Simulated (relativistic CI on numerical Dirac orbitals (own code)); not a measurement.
Forbidden lines of Sb XIII

Calculated at this level of theory: Dirac-Coulomb-Breit CI, separate exchange-only KLI orbitals for each configuration, a model potential for QED, unscaled Slater integrals (own radial code, finite nucleus).

Configuration list (outside the closed core [Ar] 3d10): 4s2.4p6.4d3, 4s2.4p5.4d4, 4s2.4p6.4d2.4f, 4s2.4p6.4d2.5s, 4s.4p6.4d4, 4s2.4p5.4d3.4f, 4s2.4p6.4d2.5p, 4s2.4p6.4d.4f.5s, 4s2.4p6.4d2.5d, 4s.4p6.4d3.4f, 4s2.4p6.4d.5s.5p, 4s2.4p6.4d2.6s, 4s2.4p5.4d3.5s, 4s2.4p6.4d2.5f, 4s2.4p6.4d2.6p, 4s2.4p6.4d2.5g, 4s2.4p5.4d3.5p, 4s2.4p6.4d2.6d, 4s2.4p6.4d2.7s, 4s2.4p6.4d2.6f, 4s2.4p6.4d2.7p, 4s.4p6.4d3.5s, 4s2.4p6.4d.4f2, 4s2.4p6.4f3, 4s2.4p6.4f2.5s, 4s2.4p5.4d.4f3, 4s2.4p6.4f2.5p, 4s2.4p6.4d.5s2, 4s2.4p6.4f.5s2, 4s2.4p5.4d.4f.5s2, 4s2.4p6.5s2.5p, 4s2.4p6.4d.5p2, 4s2.4p6.4f.5p2, 4s2.4p6.5s.5p2, 4s2.4p5.4d.4f.5p2, 4s2.4p6.5p3. Double excitations out of closed p, d and f shells are left out; levels of such configurations are missing from the list, as are those of other unlisted configurations, and high levels can miss mixing partners. These lack a partner that the ground configuration has and come out too high: 4s2.4p6.4d2.5d, 4s.4p6.4d3.4f, 4s2.4p6.4d2.6s, 4s2.4p5.4d3.5s, 4s2.4p6.4d2.5f.

```
λ vac (nm)                     Lower                        Upper  Type   A (s⁻¹)        gf  Branching (%)
    15.126    4s2.4p6.4d3 4F_5/2 [2]  4s2.4p6.4d2.5s 4F_7/2 [105]    E2  1.16e+06  3.19e-05           24.9
    15.178    4s2.4p6.4d3 4F_3/2 [1]   4s2.4p6.4d2.5s 4F_5/2 [94]    E2  1.26e+06  2.61e-05           25.4
    15.261    4s2.4p6.4d3 4F_3/2 [1]   4s2.4p6.4d2.5s 4F_3/2 [89]    E2  1.66e+06  2.31e-05           37.1
    15.276    4s2.4p6.4d3 4F_7/2 [3]  4s2.4p6.4d2.5s 4F_7/2 [105]    E2  1.29e+06  3.61e-05           27.6
    15.330    4s2.4p6.4d3 4F_5/2 [2]   4s2.4p6.4d2.5s 4F_5/2 [94]    E2  8.05e+05  1.70e-05           16.2
    15.410    4s2.4p6.4d3 4F_9/2 [4]  4s2.4p6.4d2.5s 4F_7/2 [105]    E2  1.01e+06  2.87e-05           21.5
    15.415    4s2.4p6.4d3 4F_5/2 [2]   4s2.4p6.4d2.5s 4F_3/2 [89]    E2  1.56e+06  2.22e-05           35.0
    15.485    4s2.4p6.4d3 4F_7/2 [3]   4s2.4p6.4d2.5s 4F_5/2 [94]    E2  1.27e+06  2.73e-05           25.5
    15.571    4s2.4p6.4d3 4P_3/2 [5]  4s2.4p6.4d2.5s 4F_7/2 [105]    E2  4.07e+05  1.18e-05            8.7
    15.571    4s2.4p6.4d3 4F_7/2 [3]   4s2.4p6.4d2.5s 4F_3/2 [89]    E2  2.87e+05  4.18e-06            6.4
    15.622    4s2.4p6.4d3 4F_9/2 [4]   4s2.4p6.4d2.5s 4F_5/2 [94]    E2  4.09e+05  8.97e-06            8.2
    15.787    4s2.4p6.4d3 4P_3/2 [5]   4s2.4p6.4d2.5s 4F_5/2 [94]    E2  5.05e+05  1.13e-05           10.2
    15.795    4s2.4p6.4d3 2G_7/2 [7]  4s2.4p6.4d2.5s 4F_7/2 [105]    E2  9.51e+04  2.85e-06            2.0
    15.834    4s2.4p6.4d3 4P_1/2 [6]   4s2.4p6.4d2.5s 4F_5/2 [94]    E2  1.46e+05  3.29e-06            2.9
    15.837    4s2.4p6.4d3 4P_5/2 [9]  4s2.4p6.4d2.5s 4F_7/2 [105]    E2  2.73e+05  8.20e-06            5.8
    15.877    4s2.4p6.4d3 4P_3/2 [5]   4s2.4p6.4d2.5s 4F_3/2 [89]    E2  3.29e+05  4.98e-06            7.4
    15.924    4s2.4p6.4d3 4P_1/2 [6]   4s2.4p6.4d2.5s 4F_3/2 [89]    E2  5.23e+05  7.96e-06           11.7
    16.047    4s2.4p6.4d3 2H_9/2 [8]   4s2.4p6.4d2.5s 4F_5/2 [94]    E2  3.77e+05  8.74e-06            7.6
    16.150  4s2.4p6.4d3 2H_11/2 [12]  4s2.4p6.4d2.5s 4F_7/2 [105]    E2  1.47e+05  4.60e-06            3.1
    16.756  4s2.4p6.4d3 2H_11/2 [12]    4s2.4p5.4d4 2K°_15/2 [79]    M2  1.10e+02  7.38e-09           60.4
```

Terms are leading LS components. Brackets give the number of a level in order of energy, since labels repeat. The list gives strong lines, with weight on those to low levels, among the lowest 400 of 7696 levels, so that lines to higher ones, which can be the strongest, are missing. Levels whose partners in the same complex of configurations lie outside the list can be far off, and so can their lines. Rates are taken at the computed energies, electric ones in the length gauge.

At this charge energies of transitions that change n are usually good to better than 1 %, and those within a shell (Δn = 0) to a few per cent. Terms inside the open d or f shell come out 10 to 20 % too wide with unscaled integrals. Levels and lines within the n = 5 or 6 shells can be off by up to 10 % or somewhat more, and those that change n by about 2 %, since core polarisation is missing.

LS names give the leading component of a level, which can be under half, so a name can repeat, a term be missing and a line seem to break the LS rules.
